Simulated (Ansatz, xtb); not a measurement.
# Relative energy of two structures of AlClHNO

Structure I is the triplet with the links of `O=[N][AlH][Cl]` and structure II is a singlet given by its coordinates. Both are isolated molecules in the gas phase, relaxed with PBE0-D3(BJ)/def2-SVP; the shapes shown needn't be the lowest conformers.

I (Å):

```
atom   x (Å)    y (Å)   z (Å)
  Al  2.5711   1.6817  2.0358
  Cl  3.4902   3.1889  3.1518
   N  1.3528   0.7248  2.9551
   O  0.5409  -0.1530  3.0138
   H  2.9154   1.4116  0.5307
```

II (Å):

```csv
atom,x (Å),y (Å),z (Å)
Al,0.2656,-0.5453,0.3919
Cl,2.1080,-0.9820,1.2086
N,-1.4964,-0.6657,0.1764
O,-0.6608,0.4012,-0.6687
H,-1.8517,-1.3101,-0.5361
```

Close contacts (Å): Al1–Cl2 2.06, Al1–N3 1.78, Al1–O4 1.70, N3–O4 1.60, N3–H5 1.02.

Q: Estimate which is lower in electronic energy at CCSD(T)/def2-TZVPP, and by roughly how much.

A: The CCSD(T)/def2-TZVPP calculation puts structure II lower, by 0.568 eV.

How the difference moves with the method:

```tsv
level	geometry	E(II) − E(I) (eV)	departure from the last row (eV)	job, with rough time for the two
PBE0-D3(BJ)/def2-SVP	PBE0-D3(BJ)/def2-SVP	+0.213	+0.782	optimisation, 48 s
HF/def2-TZVPP	PBE0-D3(BJ)/def2-SVP	+0.698	+1.266	part of the CCSD(T) run
MP2/def2-TZVPP	PBE0-D3(BJ)/def2-SVP	−0.774	−0.205	part of the CCSD(T) run
CCSD(T)/def2-TZVPP	PBE0-D3(BJ)/def2-SVP	−0.568		single point, 8.4 min
```

PBE0-D3(BJ)/def2-SVP, HF/def2-TZVPP put the two in the other order. The largest departure from CCSD(T)/def2-TZVPP is that of HF/def2-TZVPP, 1.266 eV. Levels run at GFN2-xTB geometries aren't shown. The triplet state of I needn't be its ground state.

With harmonic frequencies from PBE0-D3(BJ)/def2-SVP (ideal gas, rigid rotor, one conformer each, 298.15 K, 1 atm): the zero-point term adds +0.122 eV; ΔH is −0.467 and ΔG −0.386 eV.

Open shells are spin-unrestricted. The correlated steps freeze 12 core orbitals. ΔG holds the spin degeneracy. Mirror images aren't counted in ΔG. Run with Ansatz 0.2.0; the last row on 1 thread of Arm Neoverse V2 on a shared host.
